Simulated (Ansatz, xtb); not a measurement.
## Two isomers of C7H7FO

Structure X is `C=C1C(F)=CC=C1OC`, a singlet and structure Y is `C=c1oc(C)c(F)c1=C`, a singlet. Both are isolated molecules in the gas phase, relaxed with B3LYP-D3(BJ)/def2-SVP; the shapes shown needn't be the lowest conformers.

X (Å):

```yaml
atoms:
  - { symbol: C, position_ang: [-1.2905, -2.1078, 0.6885] }
  - { symbol: C, position_ang: [-0.5863, -1.2036, 1.3831] }
  - { symbol: C, position_ang: [0.0805, -1.3749, 2.6842] }
  - { symbol: C, position_ang: [0.6859, -0.2249, 3.0486] }
  - { symbol: C, position_ang: [0.4454, 0.7826, 1.9873] }
  - { symbol: C, position_ang: [-0.3035, 0.2047, 1.0080] }
  - { symbol: C, position_ang: [-0.4758, 2.0311, -0.4446] }
  - { symbol: F, position_ang: [0.0434, -2.5353, 3.3441] }
  - { symbol: O, position_ang: [-0.7834, 0.6854, -0.1525] }
  - { symbol: H, position_ang: [-1.7359, -1.8453, -0.2738] }
  - { symbol: H, position_ang: [-1.4307, -3.1215, 1.0716] }
  - { symbol: H, position_ang: [1.2550, -0.0545, 3.9612] }
  - { symbol: H, position_ang: [0.8195, 1.8035, 2.0183] }
  - { symbol: H, position_ang: [-0.9349, 2.2655, -1.4137] }
  - { symbol: H, position_ang: [0.6168, 2.1847, -0.5078] }
  - { symbol: H, position_ang: [-0.8814, 2.7087, 0.3285] }
```

Y (Å):

```yaml
atoms:
  - { symbol: C, position_ang: [-2.6354, -1.0741, 0.9642] }
  - { symbol: C, position_ang: [-1.4810, -0.5044, 0.5994] }
  - { symbol: C, position_ang: [0.4821, 0.5433, 0.9044] }
  - { symbol: C, position_ang: [1.5347, 1.1629, 1.7398] }
  - { symbol: C, position_ang: [0.3718, 0.3720, -0.4294] }
  - { symbol: C, position_ang: [-0.8759, -0.3039, -0.7407] }
  - { symbol: C, position_ang: [-1.3485, -0.6533, -1.9531] }
  - { symbol: F, position_ang: [1.2584, 0.7547, -1.3507] }
  - { symbol: O, position_ang: [-0.6192, 0.0254, 1.5510] }
  - { symbol: H, position_ang: [-3.3058, -1.4871, 0.2111] }
  - { symbol: H, position_ang: [-2.9175, -1.1309, 2.0162] }
  - { symbol: H, position_ang: [1.9396, 0.4333, 2.4607] }
  - { symbol: H, position_ang: [2.3521, 1.5297, 1.1049] }
  - { symbol: H, position_ang: [1.1253, 2.0060, 2.3207] }
  - { symbol: H, position_ang: [-2.3071, -1.1621, -2.0695] }
  - { symbol: H, position_ang: [-0.7730, -0.4305, -2.8534] }
```

Problem. Which of the two would you expect CCSD(T)/def2-SVP + ΔMP2/def2-TZVPP electronic energies to favour?

Solution. Structure Y; the calculation gives E(Y) − E(X) = −7.5 kcal/mol.

Level by level:

| level | geometry | E(Y) − E(X) (kcal/mol) | departure from the last row (kcal/mol) | job, with rough time for the two |
| --- | --- | --- | --- | --- |
| GFN2-xTB | GFN2-xTB | −9.9 | −2.4 | optimisation, 0.1 s |
| HF/STO-3G | GFN2-xTB | −8.5 | −1.1 | single point, 0.38 s |
| r2SCAN-D4/def2-SVP | GFN2-xTB | −9.5 | −2.0 | single point, 3.9 s |
| B3LYP-D3(BJ)/def2-SVP | B3LYP-D3(BJ)/def2-SVP | −8.3 | −0.8 | optimisation, 31 s |
| HF/def2-SVP | B3LYP-D3(BJ)/def2-SVP | −5.9 | +1.5 | part of the CCSD(T) run |
| MP2/def2-SVP | B3LYP-D3(BJ)/def2-SVP | −5.9 | +1.6 | part of the CCSD(T) run |
| CCSD(T)/def2-SVP | B3LYP-D3(BJ)/def2-SVP | −7.3 | +0.1 | single point |
| CCSD(T)/def2-SVP + ΔMP2/def2-TZVPP | B3LYP-D3(BJ)/def2-SVP | −7.5 |  | single point, 2.3 min |

As drawn, both hold the same kinds of bond in the same numbers.

None of the levels shown reverses the order. The largest departure from CCSD(T)/def2-SVP + ΔMP2/def2-TZVPP is that of GFN2-xTB, 2.4 kcal/mol. The last row adds to CCSD(T) the change of the MP2 difference between the two basis sets, here −0.1 kcal/mol.

With thermal terms from frequencies at re-optimised GFN2-xTB minima (ideal gas, soft modes damped towards free rotors, one conformer each, 298.15 K, 1 atm): the zero-point term adds −0.3 kcal/mol; ΔH is −7.6 and ΔG −7.8 kcal/mol.

The correlated steps freeze 9 core orbitals. Run with Ansatz 0.2.0, xtb 6.7.1; the last row on 4 threads of Arm Neoverse V2 on a shared host.
